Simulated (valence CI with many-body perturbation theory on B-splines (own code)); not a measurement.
**Level structure of Ge II**

Method: valence CI with perturbative core correlation (CI+MBPT): three valence electrons over a frozen Dirac-Fock core [Ar] 3d10, a basis of 9 s, 9 p, 8 d, 6 f, 3 g, 1 h functions for each j, with the one-electron correlation potential Σ1, the two-electron term Σ2, the three-electron term Σ3, Breit, model QED; selected CI, second order for the rest, scaled by the run's own slope (own B-spline code, finite nucleus).

Against 19 measured levels this calculation errs by 288 cm⁻¹ on average and by 501 at most. These come from a selection out of the NIST Handbook of Basic Atomic Spectroscopic Data. Levels without a partner in it may be off by more.

Levels 1 to 25 of 25, with energies above the lowest level, 4s²4p ²P°_1/2. "Leading %" is the weight of the configuration and term that name the level; weights of strongly mixed levels are sums over their largest components and can fall short, so below about 35 % the name and the second component can differ from the true leading terms, or belong to a minority configuration. In the jj column 3d3/2^4 stands for four electrons in 3d with j = 3/2.

| No. | Configuration | Term | J | E (cm⁻¹) | Leading % | g | Leading jj | Second component |
| --- | --- | --- | --- | --- | --- | --- | --- | --- |
| 1 | 4s²4p | ²P° | 1/2 | 0.0 | 96 | 0.666 | 4s^2 4p1/2 (96 %) |  |
| 2 | 4s²4p | ²P° | 3/2 | 1754 | 96 | 1.334 | 4s^2 4p3/2 (96 %) |  |
| 3 | 4s4p² | ⁴P | 1/2 | 51204 | 98 | 2.669 | 4s 4p1/2^2 (47 %) |  |
| 4 | 4s4p² | ⁴P | 3/2 | 51915 | 98 | 1.734 | 4s 4p1/2 4p3/2 (88 %) |  |
| 5 | 4s4p² | ⁴P | 5/2 | 52984 | 97 | 1.600 | 4s 4p3/2^2 (60 %) |  |
| 6 | 4s²5s | ²S | 1/2 | 62274 | 94 | 2.002 | 4s^2 5s (94 %) |  |
| 7 | 4s4p² | ²D | 3/2 | 64588 | 59 | 0.800 | 4s 4p1/2 4p3/2 (40 %) | 35 % 4s²4d ²D |
| 8 | 4s4p² | ²D | 5/2 | 64759 | 58 | 1.202 | 4s^2 4d5/2 (35 %) | 35 % 4s²4d ²D |
| 9 | 4s²5p | ²P° | 1/2 | 78773 | 94 | 0.666 | 4s^2 5p1/2 (94 %) |  |
| 10 | 4s²5p | ²P° | 3/2 | 79128 | 94 | 1.334 | 4s^2 5p3/2 (94 %) |  |
| 11 | 4s²4d | ²D | 3/2 | 80611 | 60 | 0.801 | 4s^2 4d3/2 (60 %) | 32 % 4s4p² ²D |
| 12 | 4s²4d | ²D | 5/2 | 80787 | 59 | 1.201 | 4s^2 4d5/2 (59 %) | 33 % 4s4p² ²D |
| 13 | 4s4p² | ²S | 1/2 | 85389 | 92 | 1.961 | 4s 4p3/2^2 (56 %) |  |
| 14 | 4s4p² | ²P | 1/2 | 90831 | 91 | 0.709 | 4s 4p1/2 4p3/2 (60 %) |  |
| 15 | 4s4p² | ²P | 3/2 | 91941 | 93 | 1.333 | 4s 4p3/2^2 (56 %) |  |
| 16 | 4s²6s | ²S | 1/2 | 94318 | 94 | 2.001 | 4s^2 6s (94 %) |  |
| 17 | 4s²5d | ²D | 3/2 | 99788 | 92 | 0.800 | 4s^2 5d3/2 (92 %) |  |
| 18 | 4s²5d | ²D | 5/2 | 99829 | 92 | 1.200 | 4s^2 5d5/2 (92 %) |  |
| 19 | 4s²4f | ²F° | 7/2 | 100074 | 95 | 1.143 | 4s^2 4f7/2 (95 %) |  |
| 20 | 4s²4f | ²F° | 5/2 | 100075 | 95 | 0.857 | 4s^2 4f5/2 (95 %) |  |
| 21 | 4s²6p | ²P° | 1/2 | 100640 | 94 | 0.666 | 4s^2 6p1/2 (94 %) |  |
| 22 | 4s²6p | ²P° | 3/2 | 100783 | 94 | 1.334 | 4s^2 6p3/2 (94 %) |  |
| 23 | 4s²7s | ²S | 1/2 | 107497 | 95 | 2.002 | 4s^2 7s (95 %) |  |
| 24 | 4s²6d | ²D | 3/2 | 109924 | 94 | 0.800 | 4s^2 6d3/2 (94 %) |  |
| 25 | 4s²6d | ²D | 5/2 | 109944 | 94 | 1.200 | 4s^2 6d5/2 (94 %) |  |

Names give the largest LS component (configuration and term), which can be under half, so a name can repeat, a term be missing and a line seem to break the LS rules; names also repeat where a configuration has a term twice.

The ionisation energy to 4s² ¹S0 of the next ion comes out as 15.889 eV (NIST: 15.9346 eV (measured)). All 25 levels together are meant to be complete up to 110182 cm⁻¹.
